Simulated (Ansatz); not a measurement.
This geometry of ClF2H4NSi + H2O (12 atoms, charge 0, multiplicity 1) is a first-order saddle point.

All numbers below come from Ansatz 0.2.0, RKS PBE0/6-31G*.

```xyz
12
Properties=species:S:1:pos:R:3
Si -0.948 0.749 -0.813
Cl 2.050 0.575 -0.819
F -0.805 0.794 -2.394
F -2.530 0.763 -0.523
H -0.403 1.899 -0.091
H 0.324 -0.718 0.985
N -0.537 -0.854 -0.148
H 1.793 -0.066 0.744
O 1.249 -0.536 1.589
H -1.372 -1.418 0.005
H 0.094 -1.353 -0.778
H 1.086 0.164 2.241
```

Question: Which two structures does it join? (They come from a converged band through this point; their orientation in space is the band's.)

Answer: Bonds broken: Si1–Cl2, H6–N7, H8–O9. Bonds formed: Cl2–H8, H6–O9. ClF2H4NSi + H2O becomes ClH + F2H3NSi + H2O.

Initial state:

```xyz
12
Properties=species:S:1:pos:R:3
Si -0.537 0.927 -0.825
Cl 1.557 0.893 -1.218
F -1.609 0.389 -1.918
F -0.993 0.999 0.751
H -0.671 2.375 -1.114
H 0.279 -1.135 0.438
N -0.309 -1.038 -0.410
H 1.872 -0.065 1.660
O 1.083 -0.520 1.986
H -1.217 -1.463 -0.226
H 0.123 -1.546 -1.180
H 0.421 0.186 2.056
```

Final state:

```xyz
12
Properties=species:S:1:pos:R:3
Si -1.321 0.725 -0.817
Cl 2.850 0.206 -0.442
F -2.346 0.644 -2.040
F -2.214 1.035 0.472
H -0.336 1.794 -1.039
H 0.354 -0.685 1.170
N -0.494 -0.759 -0.528
H 2.175 -0.109 0.685
O 1.109 -0.556 1.793
H -1.023 -1.624 -0.579
H 0.385 -0.857 -1.034
H 0.860 0.187 2.359
```

Question: How far does it lie above each of them?

Answer: 0.85 eV above the first and 0.25 eV above the second. This is the barrier of this one path; another mechanism may lie lower. The orbitals stay closed-shell, which can raise the energy where a bond breaks towards radicals; this wasn't checked here.

Time of the run: 5.1 min on 2 threads of AMD EPYC 7R13 Processor (Zen 3) (shared host), peak memory 0.28 GiB.
